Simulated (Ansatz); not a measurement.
`OBF` + CH₃NH₂ → `CNBO` + H–F at 400 K and 1 bar (ligand exchange at a B–F bond).

Calculated with Ansatz (gas phase, PBE0-D4/def2-TZVP geometries, no zero-point term in ΔE). CCSD(T)/CBS adds triple-zeta CCSD(T) − MP2 to the extrapolated MP2 energy (def2 sets, frozen cores). This one scheme is used for every species. One conformer a species, not always the lowest.

| species | CCSD(T)/CBS energy (Eh) | H − E (kJ/mol) | S (J/(mol·K)) |
| --- | --- | --- | --- |
| `OBF` | -201.07426 | 96.4 | 268.5 |
| CH₃NH₂ | -95.75281 | 185.4 | 256.0 |
| `CNBO` | -196.42143 | 244.4 | 322.1 |
| H–F | -100.39570 | 36.5 | 182.2 |

H − E and S are ideal-gas, rigid-rotor, harmonic terms from PBE0-D4/def2-TZVP, for one conformer and one mirror image of each species. 1 Eh = 2625.50 kJ/mol, R = 8.31446 J/(mol·K).

**Question.** By hand: ΔE, ΔH, ΔS and ΔG.

**Answer.** ΔE = (-196.42143) + (-100.39570) − (-201.07426) − (-95.75281) = 0.00994 Eh = 26.1 kJ/mol. Δ(H − E) = 244.4 + 36.5 − 96.4 − 185.4 = -0.9, so ΔH = 25.2 kJ/mol. ΔS = 322.1 + 182.2 − 268.5 − 256.0 = -20.2 J/(mol·K). ΔG = 25.2 − 400 × (-20.2)/1000 = 33.3 kJ/mol.

**Question.** By hand: the equilibrium constant, and the temperature at which ΔG would vanish if ΔH and ΔS stayed fixed.

**Answer.** log₁₀ K = −ΔG/(RT ln 10) = -4.3. ΔH and −TΔS have one sign here, so there is no such temperature.

ΔH outweighs TΔS. A doubt of 5 kJ/mol in ΔE shifts log₁₀ K by 0.7 here. Other conformers and mirror images would add mixing entropy, several J/(mol·K) or more a flexible species. These are equilibria of isolated gas molecules and say nothing of rates. Largest T1 diagnostic: 0.013 (customary marks: 0.02 for closed shells, 0.045 for open ones).
